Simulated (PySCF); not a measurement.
## Dipole polarisabilities along the 4d series

Calculated with PySCF 2.14 for the ground configurations, without spin-orbit coupling: coupled response for Hartree-Fock and DFT. Mean α in bohr³, C₆ of like pairs in atomic units.

```
                                             species  α UHF  α PBE  α PBE0  α recommended (Schwerdtfeger and Nagle)  C₆ UHF  C₆ PBE  C₆ PBE0
 Zr [Kr] 4d2 5s2 (aug-cc-pVDZ-PP with ECP28MDF, ECP)  186.2  121.2   127.1                                 112 ± 13    2464    1691     1801
 Nb [Kr] 4d4 5s1 (aug-cc-pVDZ-PP with ECP28MDF, ECP)  130.5  89.95   95.15                                   98 ± 8    1564   979.6     1055
 Mo [Kr] 4d5 5s1 (aug-cc-pVDZ-PP with ECP28MDF, ECP)  106.9  71.73   76.62                                   87 ± 6    1164   722.9    782.2
 Tc [Kr] 4d5 5s2 (aug-cc-pVDZ-PP with ECP28MDF, ECP)  133.9  84.58   90.12                                  79 ± 10    1534   955.3     1033
 Ru [Kr] 4d7 5s1 (aug-cc-pVDZ-PP with ECP28MDF, ECP)  92.67  56.80   61.33                                  72 ± 10   864.1   501.3    544.6
 Rh [Kr] 4d8 5s1 (aug-cc-pVDZ-PP with ECP28MDF, ECP)  88.56  52.12   56.82                                  66 ± 10   780.3   431.4    472.7
    Pd [Kr] 4d10 (aug-cc-pVDZ-PP with ECP28MDF, ECP)  17.38  24.95   21.88                              26.14 ± 0.1   100.9   139.5    125.0
Ag [Kr] 4d10 5s1 (aug-cc-pVDZ-PP with ECP28MDF, ECP)  82.40  45.88   50.69                                   55 ± 8   665.2   335.9    374.6
Cd [Kr] 4d10 5s2 (aug-cc-pVDZ-PP with ECP28MDF, ECP)  63.73  46.79   50.07                                   46 ± 2   607.3   413.1    449.7
```

Hartree-Fock lacks correlation. All values carry a basis error, and heavy open shells lack spin-orbit coupling.
